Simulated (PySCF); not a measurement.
Cost of one run: shielding job, 3-acetoxypyridine, `CC(=O)Oc1cccnc1`.

Method: GIAO PBE0/pcSseg-1 NMR shielding, non-relativistic, gas phase (PySCF 2.14.0, density-fitted response routines). Geometry: GFN2-xTB. Work: shieldings, ring-centre shieldings, charges and field gradients, density fitting. The input is one job of a driver script: a line of settings, then coordinates in Å.

Input:
```
{"job": {"kind": "nmr", "xc": "PBE0", "basis": "pcSseg-1"}, "charge": 0, "multiplicity": 1}
C      3.277692     0.216583    -0.047481
C      1.878582     0.064181     0.483614
O      1.586588    -0.165918     1.623518
O      0.991312     0.232898    -0.518082
C     -0.372637     0.107937    -0.319679
C     -0.958991    -0.805356     0.546822
C     -2.343164    -0.844072     0.609399
C     -3.073791     0.017552    -0.192621
N     -2.513334     0.877661    -1.027382
C     -1.199053     0.924562    -1.091083
H      3.967162     0.361431     0.778448
H      3.548303    -0.689688    -0.586168
H      3.325821     1.052056    -0.739938
H     -0.357588    -1.460620     1.156258
H     -2.839060    -1.536263     1.271596
H     -4.154945     0.023394    -0.173776
H     -0.769896     1.635692    -1.783355
```

Hardware: one thread, Arm Neoverse V2, shared host.

The basis has 205 functions.

**Question.** How long does the run take?

**Answer.** About 30 s. The SCF took 14 cycles.

The SCF part of the output:
```
coarse grid: 15176 points
cycle   1  E = -475.3331848395  dE =  2.001e+00  |g| = 9.005e-01  |ddm| = 3.979e+00
cycle   2  E = -474.9762046539  dE =  3.570e-01  |g| = 1.649e+00  |ddm| = 1.808e+00
cycle   3  E = -475.4750284470  dE = -4.988e-01  |g| = 2.828e-01  |ddm| = 1.306e+00
cycle   4  E = -475.4892548252  dE = -1.423e-02  |g| = 8.921e-02  |ddm| = 2.534e-01
cycle   5  E = -475.4904696703  dE = -1.215e-03  |g| = 2.607e-02  |ddm| = 6.235e-02
cycle   6  E = -475.4906108429  dE = -1.412e-04  |g| = 6.754e-03  |ddm| = 2.211e-02
cycle   7  E = -475.4906203462  dE = -9.503e-06  |g| = 2.936e-03  |ddm| = 8.726e-03
final grid: 149472 points
cycle   8  E = -475.5681183381  dE = -2.589e-05  |g| = 1.349e-02  |ddm| = 3.756e-02
cycle   9  E = -475.5680644073  dE =  5.393e-05  |g| = 2.144e-02  |ddm| = 2.414e-02
cycle  10  E = -475.5681536198  dE = -8.921e-05  |g| = 2.006e-03  |ddm| = 1.509e-02
cycle  11  E = -475.5681544174  dE = -7.976e-07  |g| = 4.818e-04  |ddm| = 1.759e-03
cycle  12  E = -475.5681544531  dE = -3.570e-08  |g| = 1.921e-04  |ddm| = 4.575e-04
cycle  13  E = -475.5681544597  dE = -6.601e-09  |g| = 6.427e-05  |ddm| = 1.911e-04
cycle  14  E = -475.5681544606  dE = -9.168e-10  |g| = 2.092e-05  |ddm| = 6.830e-05
converged SCF energy = -475.5681544606
```

On the final grid dE counts from the start density on that grid.

Other jobs ran on the host; a repeat could differ by tens of per cent or more.
